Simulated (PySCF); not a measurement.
C6H17NSi, SMILES CC(C)N([SiH3])C(C)C.

Geometry optimised at B3LYP-D3(BJ)/def2-SVP. The isomer is the one that the SMILES or the coordinates give; other isomers of the formula were not compared. Other conformers were not sampled.

Calculation: B3LYP-D3(BJ)/def2-SVP (PySCF 2.14.0).

Frequencies are harmonic and unscaled.

| mode | ν (cm⁻¹) | IR (km/mol) | moving atoms (share of kinetic energy) |
|---|---|---|---|
| 1 | 39 | 0.0 | H 39 %, C 32 %, Si 21 % |
| 2 | 72 | 0.1 | H 77 %, C 17 % |
| 3 | 82 | 0.0 | C 62 %, H 37 % |
| 4 | 155 | 1.5 | H 45 %, C 37 %, N 17 % |
| 5 | 211 | 0.1 | C 36 %, H 35 %, Si 24 % |
| 6 | 224 | 0.0 | C 48 %, H 40 %, Si 9 % |
| 7 | 246 | 0.0 | H 81 %, C 15 % |
| 8 | 250 | 0.6 | H 78 %, C 16 % |
| 9 | 302 | 0.1 | H 93 % |
| 10 | 305 | 0.2 | H 90 %, C 10 % |
| 11 | 324 | 0.1 | C 68 %, H 32 % |
| 12 | 344 | 0.6 | C 42 %, H 40 %, Si 15 % |
| 13 | 371 | 0.0 | H 49 %, C 39 %, N 11 % |
| 14 | 442 | 1.4 | C 58 %, H 39 % |
| 15 | 489 | 5.3 | C 40 %, H 30 %, Si 19 %, N 12 % |
| 16 | 512 | 9.4 | N 31 %, C 31 %, H 29 %, Si 10 % |
| 17 | 671 | 4.8 | C 54 %, H 44 % |
| 18 | 700 | 34.4 | H 81 %, Si 9 % |
| 19 | 706 | 39.3 | H 80 %, Si 10 % |
| 20 | 861 | 2.7 | C 53 %, H 37 %, N 9 % |
| 21 | 877 | 3.7 | C 54 %, H 32 %, N 11 % |
| 22 | 917 | 0.2 | H 83 %, C 17 % |
| 23 | 921 | 0.4 | H 83 %, C 17 % |
| 24 | 927 | 71.6 | H 95 % |
| 25 | 940 | 1.4 | H 68 %, C 31 % |
| 26 | 941 | 2.2 | H 68 %, C 31 % |
| 27 | 969 | 144.1 | H 94 % |
| 28 | 998 | 281.5 | H 90 % |
| 29 | 1021 | 15.6 | H 54 %, C 24 %, N 22 % |
| 30 | 1034 | 31.7 | N 42 %, H 38 %, C 17 % |
| 31 | 1138 | 0.5 | C 57 %, H 43 % |
| 32 | 1144 | 18.6 | C 56 %, H 42 % |
| 33 | 1165 | 0.4 | H 50 %, C 46 % |
| 34 | 1171 | 1.5 | C 50 %, H 47 % |
| 35 | 1217 | 35.2 | C 46 %, H 39 %, N 14 % |
| 36 | 1242 | 177.8 | C 51 %, N 33 %, H 16 % |
| 37 | 1336 | 5.6 | H 73 %, C 26 % |
| 38 | 1346 | 5.5 | H 75 %, C 25 % |
| 39 | 1384 | 14.3 | H 75 %, C 25 % |
| 40 | 1385 | 8.6 | H 75 %, C 24 % |
| 41 | 1387 | 3.2 | H 82 %, C 15 % |
| 42 | 1403 | 2.0 | H 80 %, C 19 % |
| 43 | 1406 | 11.2 | H 81 %, C 17 % |
| 44 | 1442 | 36.5 | H 82 %, C 13 % |
| 45 | 1457 | 1.4 | H 96 % |
| 46 | 1457 | 2.0 | H 96 % |
| 47 | 1462 | 0.9 | H 95 % |
| 48 | 1464 | 4.9 | H 96 % |
| 49 | 1475 | 0.3 | H 96 % |
| 50 | 1481 | 5.4 | H 96 % |
| 51 | 1484 | 4.7 | H 95 % |
| 52 | 1495 | 3.2 | H 92 % |
| 53 | 2160 | 168.2 | H 96 % |
| 54 | 2200 | 128.5 | H 97 % |
| 55 | 2224 | 114.6 | H 97 % |
| 56 | 2994 | 22.0 | H 92 % |
| 57 | 3025 | 15.7 | H 92 % |
| 58 | 3031 | 14.4 | H 97 % |
| 59 | 3034 | 28.8 | H 97 % |
| 60 | 3037 | 9.0 | H 97 % |
| 61 | 3041 | 19.6 | H 97 % |
| 62 | 3107 | 14.6 | H 91 %, C 9 % |
| 63 | 3112 | 3.5 | H 91 %, C 9 % |
| 64 | 3114 | 95.4 | H 91 %, C 9 % |
| 65 | 3118 | 10.0 | H 91 %, C 9 % |
| 66 | 3131 | 20.3 | H 90 %, C 10 % |
| 67 | 3133 | 3.5 | H 91 %, C 9 % |
| 68 | 3137 | 20.9 | H 91 %, C 9 % |
| 69 | 3142 | 27.4 | H 91 %, C 9 % |
